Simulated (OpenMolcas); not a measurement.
# Sb+: effect of the active space

```
Program             : OpenMolcas 26.06
Method              : CASSCF or its RAS form
Basis               : ANO-R3
Scalar Hamiltonian  : X2C, finite nucleus
Spin-orbit coupling : state interaction with AMFI integrals over the reference wave functions, term energies averaged over their components
```

A. 2 electrons in 3 orbitals (5p); 2S+1 = 3 even, 3 roots; 2S+1 = 1 even, 6 roots; cost of the order of 6 core-seconds
B. 4 electrons in 4 orbitals (5s 5p); 2S+1 = 3 even, 3 roots; 2S+1 = 1 even, 6 roots; 2S+1 = 5 odd, 1 root; 2S+1 = 3 odd, 9 roots; 2S+1 = 1 odd, 8 roots; cost of the order of 22 core-seconds
C. 2 electrons in 9 orbitals (RAS2 5p; RAS3 5d 6s, at most 1 electron); 2S+1 = 3 even, 3 roots; 2S+1 = 1 even, 6 roots; 2S+1 = 3 odd, 18 roots; 2S+1 = 1 odd, 18 roots; cost roughly 28 core-seconds

Energies in eV above 5s2 5p2 3P0, the measured ground level; measured values from NIST Handbook of Basic Atomic Spectroscopic Data.

```tsv
Level	A	B	C	Measured
5s2 5p2 3P0	0.0000	0.0000	0.0000	0.0000
5s2 5p2 3P1	0.3057	0.3280	0.3057	0.3787
5s2 5p2 3P2	0.6399	0.6588	0.6399	0.7015
5s2 5p2 1D2	1.7686	1.7928	1.7685	1.5857
5s2 5p2 1S0	3.5222	2.9105	3.5222	2.9639
```

Deviations, from unrounded energies. A percentage is the sum of absolute deviations over the sum of measured energies, with the sign that they share, or ± where signs differ.

```tsv
Against measurement	Levels	A	B	C
mean absolute deviation (cm-1)	4	1800	710	1800
fine structure of the ground term (%)	2	-12.5	-8.6	-12.5
other terms of the ground configuration (%)	2	+16.3	±5.7	+16.3
```

B lies closest to measurement on these levels and A furthest from it. The largest miss of B in the table is 5s2 5p2 1D2, by +1700 cm-1. The ranking rests on the paired levels alone, and a cruder setting can come out closer through cancelling errors.

Among A to C the level of the table that moves most is 5s2 5p2 1S0, by 4900 cm-1 (lowest in B, highest in A).

With the s shell closed, the reference lacks s² → p² mixing (holds for A; C). Computed and measured levels are paired by configuration, term and J; levels that our copy of the source lacks, or whose pairing is in doubt (as where it misses far off the trend of its configuration), stay unpaired and out of the deviations. Levels of configurations outside the active space are missing. Levels that lie high or do not pair safely by name in every column are left out.
